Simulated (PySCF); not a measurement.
# Cs (caesium, neutral) across methods

[Xe] 6s1, 2S determinant. All numbers are calculated (PySCF 2.14, the spin-free X2C one-electron Hamiltonian (Gaussian nucleus), in x2c-QZVPPall).

```
method  E (hartree)  mean ε 5p α (eV)  mean ε 5p β (eV)  mean ε 6s α (eV)  Σ⟨r²⟩ (bohr²)   ⟨S²⟩
   UHF  -7783.13037           -18.519           -18.480            -3.495          92.52  0.751
   LDA     -7779.33           -13.599           -13.529            -2.385          85.53  0.750
  PBE0     -7785.82           -15.017           -14.941            -2.654          87.67  0.750
   PBE     -7785.74           -13.509           -13.422            -2.257          86.99  0.750
```

Task: Estimate the same row for r2SCAN.

Result: E (hartree) = -7786.17; mean ε 5p α (eV) = -14.038; mean ε 5p β (eV) = -13.995; mean ε 6s α (eV) = -2.302; Σ⟨r²⟩ (bohr²) = 88.19; ⟨S²⟩ = 0.750.

Spin-orbit coupling, which splits the p, d and f shells strongly at this Z, is absent.
